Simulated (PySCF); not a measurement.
C₄H₄F₂, SMILES FC(/C=C\F)=C. Atoms are numbered in the order given.

```xyz
10

C      0.3486    -2.2392     0.0000
C      0.0171    -0.9408     0.0000
F     -1.2790    -0.5899     0.0000
C      0.9582     0.1694     0.0000
C      0.6795     1.4802     0.0000
F     -0.5498     1.9867     0.0000
H     -0.4260    -3.0069     0.0000
H      1.3963    -2.5387     0.0000
H      2.0166    -0.0981     0.0000
H      1.4526     2.2543     0.0000
```

Geometry: B3LYP-D3(BJ)/def2-SVP. The structure was generated by enumeration; whether it is a known compound was not checked. Other conformers were not sampled.

All values below come from B3LYP-D3(BJ)/def2-SVP run with PySCF.

Harmonic, unscaled wavenumbers; measured fundamentals usually lie a few per cent lower.

Problem. List the normal modes with their intensities. (An estimate is asked for; the answer gives what the named calculation found.)

Solution. 
| mode | ν (cm⁻¹) | IR (km/mol) | moving atoms (share of kinetic energy) |
|---|---|---|---|
| 1 | 79 | 0.2 | F 49 %, C 37 %, H 14 % |
| 2 | 184 | 0.6 | F 82 %, C 13 % |
| 3 | 342 | 7.0 | C 62 %, H 30 % |
| 4 | 357 | 0.7 | F 45 %, C 40 %, H 15 % |
| 5 | 462 | 10.3 | C 42 %, F 34 %, H 24 % |
| 6 | 657 | 1.6 | C 65 %, H 32 % |
| 7 | 724 | 0.6 | H 78 %, C 17 % |
| 8 | 781 | 0.9 | C 78 %, H 13 %, F 9 % |
| 9 | 805 | 13.4 | H 73 %, C 25 % |
| 10 | 859 | 61.0 | H 67 %, C 33 % |
| 11 | 879 | 20.7 | C 59 %, F 25 %, H 16 % |
| 12 | 947 | 0.1 | H 77 %, C 23 % |
| 13 | 960 | 20.5 | H 46 %, C 27 %, F 26 % |
| 14 | 1073 | 52.7 | H 43 %, C 32 %, F 26 % |
| 15 | 1281 | 82.6 | H 69 %, C 18 %, F 13 % |
| 16 | 1325 | 43.4 | C 48 %, H 47 % |
| 17 | 1387 | 19.6 | H 72 %, C 25 % |
| 18 | 1449 | 85.4 | C 50 %, H 48 % |
| 19 | 1687 | 1.6 | C 90 %, H 9 % |
| 20 | 1757 | 164.8 | C 93 % |
| 21 | 3175 | 1.7 | H 95 % |
| 22 | 3192 | 3.9 | H 92 %, C 8 % |
| 23 | 3212 | 3.4 | H 91 %, C 9 % |
| 24 | 3282 | 0.6 | H 89 %, C 11 % |
